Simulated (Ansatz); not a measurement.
`B[SiH2]N` + `C=NCF` → `C=NC(F)[SiH2]N` + BH₃  (formal exchange of groups at the Si–B bond)

Program: Ansatz. Geometries: PBE0-D4/def2-TZVP. ΔE: electronic, gas phase. CBS: MP2 limit from def2 TZ/QZ plus the TZ coupled-cluster correction, frozen cores. This one scheme is used for every species. DFT in def2-TZVPP. B3LYP here is the variant with VWN-RPA as its local correlation; programs differ in this. One conformer a species, not always the lowest.

Problem. Is it downhill or uphill in electronic energy at CCSD(T)/CBS, and by how much? (Estimate.)

Solution. Computed: Downhill: ΔE = -2.6 kcal/mol.

Problem. What do these levels give: PBE-D4, r2SCAN-D4, ωB97X-V, PBE, PBE0, B3LYP, HF/def2-TZVPP, MP2/def2-TZVPP, CCSD(T)/def2-TZVPP, SCS-MP2/def2-QZVPP, MP2/CBS(def2), CCSD/CBS(def2)? (Estimate.)

Solution. The calculation gave: PBE-D4 -1.3, r2SCAN-D4 -2.4, ωB97X-V -2.3, PBE 0.0, PBE0 0.0, B3LYP -1.2, HF/def2-TZVPP -0.9, MP2/def2-TZVPP -4.2, CCSD(T)/def2-TZVPP -2.3, SCS-MP2/def2-QZVPP -3.6, MP2/CBS(def2) -4.5, CCSD/CBS(def2) -2.0 kcal/mol.

Largest T1 diagnostic among the species: 0.013.

The D4 term adds −2.0 kcal/mol with B3LYP and −1.2 kcal/mol with PBE0; it sums over pairs of atoms, weighted by their polarisabilities, and B3LYP, whose exchange is more repulsive, gets the larger term. In def2-TZVPP, CCSD(T) changes the Hartree–Fock value by −1.4 kcal/mol (the triples alone add −0.6 kcal/mol) and MP2 by −3.3 kcal/mol.
